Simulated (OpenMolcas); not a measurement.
## Ni²⁺: Racah parameters, the spin-orbit constant, worked from levels

```
Program             : OpenMolcas 26.06
Basis               : ANO-R3 [7s5p5d3f2g1h]
Scalar Hamiltonian  : X2C, finite nucleus
Active space        : 8 electrons in 5 orbitals (3d)
State averaging     : 2S+1 = 3 even, 10 roots; 2S+1 = 1 even, 15 roots
Spin-orbit coupling : RASSI with atomic mean-field integrals over the reference wave functions, term energies averaged over their components
```

Methods: CASSCF; SS-CASPT2, IPEA 0.25 Eh, imaginary shift 0.1 Eh (closed shells correlated: 3s 3p). Measured levels: Corliss and Sugar, J. Phys. Chem. Ref. Data 10, 197 (1981).

**Racah parameters.** Above 3F, d8 has 3P at 15B, 1G at 12B + 2C and 1D at 5B + 2C. The first two fix B and C, and the third tests them; where it misses by thousands of cm-1, two parameters do not describe the configuration (Trees and configuration-interaction terms are left out) and B and C hang on the terms chosen. Term energies are centres of gravity, weighted by 2J + 1.

| Source | 3P | 1G | B | C | C/B | 1D from B, C | 1D found |
| --- | --- | --- | --- | --- | --- | --- | --- |
| CASSCF | 19973 | 25581 | 1332 | 4801 | 3.60 | 16262 | 16146 |
| SS-CASPT2 | 16136 | 21911 | 1076 | 4501 | 4.18 | 14382 | 12190 |
| measured | 15836 | 22115 | 1056 | 4723 | 4.47 | 14726 | 13038 |

Energies in cm-1. From CASSCF to SS-CASPT2, B changes by -19.2 % and C by -6.2 %. Against the measured terms, SS-CASPT2 has B off by +1.9 % and C by -4.7 %.

**The spin-orbit constant.** For the Hund term 3F of d8, E(J) = (A/2) J(J+1) + constant and ζ = -2S·A = -2A. From J = 2 to J = 4 the energy changes by 7 A.

```
   Source  E(4) - E(2)       A    ζ
   CASSCF      -2292.0  -327.4  655
SS-CASPT2      -2268.7  -324.1  648
 measured      -2269.6  -324.2  648
```

All in cm-1. SS-CASPT2 is off by 0 % and CASSCF by +1.0 %. Both methods take the spin-orbit matrix elements from the reference wave functions, so the second can move ζ only through the term energies and any multistate remixing. Second-order mixing with other terms is absorbed into this ζ.

CASPT2 breaks the degeneracy within a term, and the mean is taken; among the terms shown or strongly mixed into the levels shown the widest spread is 820 cm-1 (3d8 3F, SS-CASPT2). Some levels mix across a computed gap that differs much from the measured one, so their mixing is not that of the real levels. Without dynamic correlation excited terms often stand tens of per cent too high (terms of higher spin than the ground term too low), and those without a measured partner can miss by more than the paired ones (holds for CASSCF). Computed and measured levels are paired by configuration, term and J; levels that our copy of the source lacks, or whose pairing is in doubt (as where it misses far off the trend of its configuration), stay unpaired and out of the deviations. Only configurations of the active space appear.
